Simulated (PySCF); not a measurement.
F4Nb, neutral, multiplicity 2. Atoms are numbered in the order given.

```xyz
5

Nb     0.0000     0.0000     0.0000
F      1.2174     1.2174     0.7282
F     -1.2174    -1.2174     0.7282
F      1.2174    -1.2174    -0.7282
F     -1.2174     1.2174    -0.7282
```
Charge 0, spin multiplicity 2.

Geometry optimised at PBE-D3(BJ)/def2-SVP. The spin state was assumed, not searched. The isomer is the one that the SMILES or the coordinates give; other isomers of the formula were not compared. The def2 effective core potentials stand for the cores of Nb; spin–orbit coupling is left out.

Method: PBE-D3(BJ)/def2-SVP (PySCF).

Frequencies are harmonic and unscaled.

Modes within 1.5 cm⁻¹ of each other (mostly degenerate sets) share a row, with their intensities summed.

```
mode  ν (cm⁻¹)  IR (km/mol)  moving atoms (share of kinetic energy)
----  --------  -----------  --------------------------------------
1          153          0.0                                 F 100 %
2–3        158         32.9                         F 82 %, Nb 18 %
4          173         12.1                         F 68 %, Nb 32 %
5          205          0.0                                 F 100 %
6          666         70.6                         F 87 %, Nb 13 %
7          676          0.0                                 F 100 %
8–9        717        364.0                         F 73 %, Nb 27 %
```
